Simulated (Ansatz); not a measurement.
Total energies of CH₉GaSi₂, SMILES `[SiH3]C[SiH2][GaH2]`.

```xyz
13

Si    0.821   -1.104   -0.784
C    -0.495    0.105   -1.295
Si   -1.343    0.636    0.319
Ga    0.568    0.748    1.802
H     1.855   -1.420   -1.804
H     0.246   -2.361   -0.244
H     1.583   -0.473    0.374
H    -1.182   -0.313   -2.034
H    -0.010    0.982   -1.737
H    -2.086    1.915    0.127
H    -2.344   -0.406    0.688
H     1.604    1.911    1.566
H     0.783   -0.219    3.022
```

The species carries charge 0 and has multiplicity 1. Correlated methods include outer-core shells of Ga, which these sets cover unevenly. Scalar relativity is left out up to krypton. All single points use the PBE0-D4/def2-TZVP geometry. It is one conformer, not always the lowest. Basis def2-TZVPP, the Gaussian-basis code of Ansatz.

RPA on PBE orbitals: Hartree–Fock energy of these orbitals -2544.16510 Eh, correlation -1.21146 Eh (frozen core).

```json
{"functional": "LDA (SPW92)", "energy without D4 (Eh)": "-2541.58704", "D4 term (kJ/mol)": "–"}
{"functional": "PBE", "energy without D4 (Eh)": "-2546.70963", "D4 term (kJ/mol)": "-34.2"}
{"functional": "revPBE", "energy without D4 (Eh)": "-2547.09837", "D4 term (kJ/mol)": "-89.9"}
{"functional": "BLYP", "energy without D4 (Eh)": "-2547.39388", "D4 term (kJ/mol)": "-73.0"}
{"functional": "r2SCAN", "energy without D4 (Eh)": "-2547.28604", "D4 term (kJ/mol)": "-8.2"}
{"functional": "B97M-V", "energy without D4 (Eh)": "-2546.86891", "D4 term (kJ/mol)": "–"}
{"functional": "PBE0", "energy without D4 (Eh)": "-2546.82376", "D4 term (kJ/mol)": "-29.3"}
{"functional": "B3LYP", "energy without D4 (Eh)": "-2547.47893", "D4 term (kJ/mol)": "-55.6"}
{"functional": "r2SCANh", "energy without D4 (Eh)": "-2547.27139", "D4 term (kJ/mol)": "-8.9"}
{"functional": "r2SCAN0", "energy without D4 (Eh)": "-2547.25101", "D4 term (kJ/mol)": "-9.9"}
{"functional": "HSE06 (plane-wave form)", "energy without D4 (Eh)": "-2546.80629", "D4 term (kJ/mol)": "-27.7"}
{"functional": "BHLYP", "energy without D4 (Eh)": "-2547.32104", "D4 term (kJ/mol)": "-48.1"}
{"functional": "CAM-B3LYP", "energy without D4 (Eh)": "-2547.47706", "D4 term (kJ/mol)": "-30.4"}
{"functional": "LC-ωPBE", "energy without D4 (Eh)": "-2546.92682", "D4 term (kJ/mol)": "–"}
{"functional": "ωB97X-V", "energy without D4 (Eh)": "-2547.10094", "D4 term (kJ/mol)": "–"}
{"functional": "ωB97M-V", "energy without D4 (Eh)": "-2547.18445", "D4 term (kJ/mol)": "–"}
{"functional": "B2PLYP", "energy without D4 (Eh)": "-2546.71994", "D4 term (kJ/mol)": "–"}
{"functional": "PBE-QIDH", "energy without D4 (Eh)": "-2546.31278", "D4 term (kJ/mol)": "–"}
```

B3LYP takes the VWN-RPA correlation (the form of Gaussian; ORCA's B3LYP/G). HSE06 is the plane-wave form, built on full-range PBE exchange. The double hybrids freeze the cores in their second-order part.

LC-ωPBE has ω = 0.4 bohr⁻¹.
